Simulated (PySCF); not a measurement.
Species: C3H9Ge2N.
SMILES with atom numbers: `[CH3:1][C:2]#[C:3][GeH2:4][NH:5][GeH3:6]` (hydrogens: H7, H8, H9 on C1; H10, H11 on Ge4; H12 on N5; H13, H14, H15 on Ge6)

Computed, not measured: PySCF, PBE0-D3(BJ)/def2-SVP geometry optimisation, gas phase.

Q: What internal coordinates does the optimisation give?

A: 
```json
{"bond": "C1–C2", "length (Å)": "1.452", "order": "single"}
{"bond": "C2≡C3", "length (Å)": "1.219", "order": "triple"}
{"bond": "C3–Ge4", "length (Å)": "1.905", "order": "single"}
{"bond": "Ge4–N5", "length (Å)": "1.834", "order": "single"}
{"bond": "N5–Ge6", "length (Å)": "1.839", "order": "single"}
{"bond": "C1–H7, C1–H8, C1–H9", "length (Å)": "1.101", "order": "single"}
{"bond": "Ge4–H10, Ge4–H11", "length (Å)": "1.537", "order": "single"}
{"bond": "N5–H12", "length (Å)": "1.017", "order": "single"}
{"bond": "Ge6–H13, Ge6–H14, Ge6–H15", "length (Å)": "1.542", "order": "single"}
```

Bonds in one row agree within 0.01 Å and their mean is given. Orders are formal, as drawn. A selection of angles:
```json
{"angle": "C2–C1–H7", "degrees": "111.1"}
{"angle": "H7–C1–H8", "degrees": "107.9"}
{"angle": "C1–C2–C3", "degrees": "179.8"}
{"angle": "C2–C3–Ge4", "degrees": "177.3"}
{"angle": "C3–Ge4–N5", "degrees": "111.9"}
{"angle": "C3–Ge4–H10", "degrees": "108.5"}
{"angle": "N5–Ge4–H10", "degrees": "107.4"}
{"angle": "H10–Ge4–H11", "degrees": "112.1"}
{"angle": "Ge4–N5–Ge6", "degrees": "124.3"}
{"angle": "Ge4–N5–H12", "degrees": "113.6"}
{"angle": "Ge6–N5–H12", "degrees": "113.7"}
{"angle": "N5–Ge6–H13", "degrees": "107.6"}
{"angle": "N5–Ge6–H15", "degrees": "113.4"}
{"angle": "H13–Ge6–H14", "degrees": "110.9"}
{"angle": "H13–Ge6–H15", "degrees": "109.0"}
```

Torsions: C3–Ge4–N5–Ge6 65° (synclinal). The mirror-image conformer, all signs reversed, is as good.

N5 (nitrogen bonded to 2 Ge and H) has angles 124.3°, 113.7° and 113.6°, sum 351.6°, 0.25 Å off the plane of its three neighbours. The C–C distances run from 1.219 Å (C2≡C3, drawn triple) to 1.452 Å (C1–C2, drawn single), a spread of 0.233 Å. Ge6 (germanium bonded to N and 3 H) is distorted tetrahedral (angles from 106.8° to 113.4°). Ge4 (germanium bonded to C, N and 2 H) is tetrahedral (angles from 107.4° to 112.1°).

Point group: C1 (no symmetry element, even within 0.4 Å). Whether it is a minimum is left open (no frequencies). The numbers are those of one conformer.
